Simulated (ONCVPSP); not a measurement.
# Ba ONCV: all-electron and pseudo phase curves

ONCVPSP 4.0.1 input, shortened (lines: element, Z, core and valence counts, functional; n l f; lmax; l rc ep ncon nbas qcut; lloc lpopt rc5 dvloc0; l nproj debl; icmod fcfact rcfact), PBE, scalar-relativistic:

```
  Ba 56.00    9    3        4      upf
    1    0    2.00
    2    0    2.00
    2    1    6.00
    3    0    2.00
    3    1    6.00
    3    2   10.00
    4    0    2.00
    4    1    6.00
    4    2   10.00
    5    0    2.00
    5    1    6.00
    6    0    2.00
    2
    0    3.05    0.00    3    6    3.60
    1    2.70    0.00    4    8    6.30
    2    3.20    0.41    4    8    2.80
    4    5    2.15    0.00
    0    2    3.60
    1    2    2.30
    2    2    2.50
    1    0.20    0.00
```

In the d channel the program set the typed energies aside and used 0.050, 2.550 Ha.

The phase is arctan(r·R′/R) of the radial function R(r), unwrapped; energies in Ha, scanned from -3 to 5 Ha. A pole is an energy at which the radial function vanishes at the test radius. The pseudo phase is shifted by a multiple of π to meet the all-electron one at the reference energy, and phase errors are pseudo minus all-electron; the curves can meet again beyond the range given. Levels narrower than the energy grid can be missing from the lists of poles.

```tsv
channel	radius (bohr)	reference energy (Ha)	poles, all-electron	poles, pseudo	unbroken range about the reference energy with phases within 0.05 rad	phase error 1 Ha above the reference energy (rad)
s	3.09	-0.12	-1.18, 1.47	-1.18, 1.30, 2.37	below 1.4	-0.011
p	2.74	-0.69	-0.41, 3.07	-0.41, 3.06	below 4.5	-0.000
d	3.24	0.05	0.32, 2.70	0.32, 2.70, 4.40	below 1.1	+0.035
```

Note: no bound ghost flagged; GHOST(+) flagged for d at 119.7 eV.

Phases in the p channel:

| E (Ha) | all-electron | pseudo |
| --- | --- | --- |
| -2.98 | 1.371 | 1.371 |
| -2.76 | 1.359 | 1.359 |
| -2.54 | 1.343 | 1.343 |
| -2.32 | 1.324 | 1.324 |
| -2.10 | 1.300 | 1.300 |
| -1.88 | 1.266 | 1.265 |
| -1.66 | 1.214 | 1.214 |
| -1.44 | 1.127 | 1.127 |
| -1.22 | 0.934 | 0.934 |
| -1.00 | 0.259 | 0.259 |
| -0.78 | -1.048 | -1.048 |
| -0.56 | -1.454 | -1.454 |
| -0.34 | -1.609 | -1.609 |
| -0.12 | -1.708 | -1.708 |
| 0.10 | -1.799 | -1.800 |
| 0.32 | -1.913 | -1.914 |
| 0.54 | -2.099 | -2.100 |
| 0.76 | -2.495 | -2.497 |
| 0.98 | -3.327 | -3.329 |
| 1.20 | -4.011 | -4.012 |
| 1.42 | -4.303 | -4.303 |
| 1.64 | -4.443 | -4.443 |
| 1.86 | -4.525 | -4.525 |
| 2.08 | -4.580 | -4.580 |
| 2.30 | -4.620 | -4.620 |
| 2.52 | -4.652 | -4.652 |
| 2.74 | -4.678 | -4.679 |
| 2.96 | -4.701 | -4.702 |
| 3.18 | -4.723 | -4.725 |
| 3.40 | -4.744 | -4.747 |
| 3.62 | -4.766 | -4.771 |
| 3.84 | -4.791 | -4.798 |
| 4.06 | -4.819 | -4.832 |
| 4.28 | -4.855 | -4.878 |
| 4.50 | -4.906 | -4.954 |
| 4.72 | -4.986 | -5.108 |
| 4.94 | -5.139 | -5.593 |
